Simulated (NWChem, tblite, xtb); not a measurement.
**CH6B2N (SMILES BNB[CH2]): the dipole moment, rung by rung**

The species is CH6B2N (10 atoms), meant as a doublet with charge 0. SMILES: `BNB[CH2]`. The coordinates come from a GFN2-xTB relaxation. This is one conformer, not always the lowest.

| atom | x (Å) | y (Å) | z (Å) |
| --- | --- | --- | --- |
| B | -1.0486 | 1.2656 | 0.1220 |
| N | 0.0220 | 0.7396 | -0.6184 |
| B | 0.7955 | -0.4573 | -0.4543 |
| C | 0.4832 | -1.4653 | 0.6258 |
| H | -1.5257 | 2.2842 | -0.2142 |
| H | -1.4553 | 0.6989 | 1.0603 |
| H | 0.3162 | 1.3040 | -1.4043 |
| H | 1.6857 | -0.6371 | -1.2029 |
| H | -0.3442 | -1.3760 | 1.3098 |
| H | 1.0712 | -2.3567 | 0.7763 |

Quantity: the dipole moment, in D. The values are calculated.

```json
{"level": "GFN1-xTB", "kind": "semi-empirical", "program": "tblite", "value (D)": "0.73"}
{"level": "GFN2-xTB", "kind": "semi-empirical", "program": "xtb", "value (D)": "0.57"}
{"level": "GFN0-xTB", "kind": "semi-empirical", "program": "xtb", "value (D)": "0.39"}
{"level": "IPEA1-xTB", "kind": "semi-empirical", "program": "tblite", "value (D)": "0.84"}
{"level": "UHF/STO-3G", "kind": "Hartree–Fock", "program": "NWChem", "value (D)": "0.64"}
{"level": "UHF/3-21G", "kind": "Hartree–Fock", "program": "NWChem", "value (D)": "0.62"}
{"level": "UHF/def2-SVP", "kind": "Hartree–Fock", "program": "NWChem", "value (D)": "0.54"}
{"level": "UPBE/STO-3G", "kind": "GGA", "program": "NWChem", "value (D)": "0.69"}
{"level": "UB3LYP/6-31G* (spherical functions)", "kind": "global hybrid", "program": "NWChem", "value (D)": "0.56"}
{"level": "UM06-2X/6-31G* (spherical functions)", "kind": "hybrid meta-GGA", "program": "NWChem", "value (D)": "0.54"}
```

The values span 0.39 to 0.84 D. Magnitudes only. Sets without polarisation functions give poor dipoles.
